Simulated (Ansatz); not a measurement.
Cost and result for the atomization energy of C$_{2}$H$_{8}$InN (`C[NH][InH][CH3]`) (12 atoms, 11 bonds).

Z-matrix (Å, degrees):
```
C
N 1 1.442
H 1 1.099 2 112.8
H 1 1.099 2 112.8 3 -121.7
H 1 1.093 2 110.0 3 119.2
In 2 2.018 1 128.2 3 -118.8
H 2 1.008 1 112.5 3 61.0
C 6 2.144 2 115.2 1 179.7
H 6 1.718 2 113.0 1 -0.2
H 8 1.090 6 110.4 2 5.5
H 8 1.091 6 110.5 2 126.1
H 8 1.091 6 110.1 2 -114.7
```

Total charge 0; spin multiplicity 1. Correlated methods include outer-core shells of In, which these sets cover unevenly. In: def2 effective core potential. All single points use the PBE0-D4/def2-TZVP geometry. It is one conformer, not always the lowest. Program: Ansatz. All runs use 4 threads of a server CPU on a shared host. Times are those of one run each, without the atoms' runs, and a repeat can differ threefold. Electronic energies, without spin–orbit coupling; frozen cores. CCSD(T)/CBS adds CCSD(T) − MP2 in def2-TZVPP to the MP2 limit, and its time is that of the two runs behind it. T1 = 0.015. With those shells the extrapolation isn't a true limit. B3LYP takes the VWN-RPA correlation (the form of Gaussian; ORCA's B3LYP/G).

CCSD(T)/CBS is a level of theory with its own doubt, some kJ/mol a heavy atom from the limit and from the frozen cores, so smaller differences don't rank the functionals.

| level | functions | atomization (kcal/mol) | difference from CCSD(T)/CBS | per bond |
| --- | --- | --- | --- | --- |
| B2PLYP/def2-TZVPP | 255 | 937.8 | -14.0 | -1.3 |
| PBE-D4/def2-TZVPP (with forces) | 255 | 961.1 | 9.3 | 0.8 |
| ωB97X-V/def2-TZVPP | 255 | 953.1 | 1.3 | 0.1 |
| CCSD(T)/CBS(def2) | – | 951.8 | 0.0 | 0.0 |
| BHLYP-D4/def2-TZVPP | 255 | 925.0 | -26.8 | -2.4 |
| B97M-V/def2-TZVPP | 255 | 949.4 | -2.4 | -0.2 |
| PBE0-D4/def2-TZVPP | 255 | 947.8 | -4.0 | -0.4 |
| LDA (SPW92)/def2-TZVPP | 255 | 1079.4 | 127.6 | 11.6 |
| MP2/def2-QZVPP | 493 | 944.3 | -7.5 | -0.7 |
| BLYP-D4/def2-TZVPP | 255 | 944.2 | -7.6 | -0.7 |
| CCSD(T)/def2-SVP | 108 | 896.8 | -55.0 | -5.0 |
| CCSD(T)/def2-TZVPP | 255 | 928.0 | -23.8 | -2.2 |
| B3LYP-D4/def2-TZVPP (with forces) | 255 | 948.4 | -3.4 | -0.3 |

Question: Order the runs by time, with rough figures. (Estimate.)

Answer: The calculation gave: LDA (SPW92)/def2-TZVPP 1.4 s; BLYP-D4/def2-TZVPP 2.4 s; PBE-D4/def2-TZVPP (with forces) 2.7 s; PBE0-D4/def2-TZVPP 3.2 s; BHLYP-D4/def2-TZVPP 3.3 s; B3LYP-D4/def2-TZVPP (with forces) 5 s; B2PLYP/def2-TZVPP 6 s; CCSD(T)/def2-SVP 8 s; ωB97X-V/def2-TZVPP 8.5 s; B97M-V/def2-TZVPP 10 s; MP2/def2-QZVPP 24 s; CCSD(T)/def2-TZVPP 3.9 min; CCSD(T)/CBS(def2) 4.3 min.

At CCSD(T), def2-SVP lies −55.0 kcal/mol from the extrapolated value and def2-TZVPP −23.9 kcal/mol: correlation converges slowly with the basis, and small sets miss more of it in the bonded molecule than in its fragments. From PBE to PBE0 (25 % exact exchange), in def2-TZVPP and without D4, the atomization energy moves by −12.7 kcal/mol: exact exchange takes away binding that semilocal exchange gives to molecules. The D4 term adds +7.5 kcal/mol with B3LYP and +3.9 kcal/mol with PBE0; it sums over pairs of atoms, weighted by their polarisabilities, and B3LYP, whose exchange is more repulsive, gets the larger term.

Spin–orbit coupling would lower the free In atoms strongly, and the atomization energy with them, by more than many differences here.
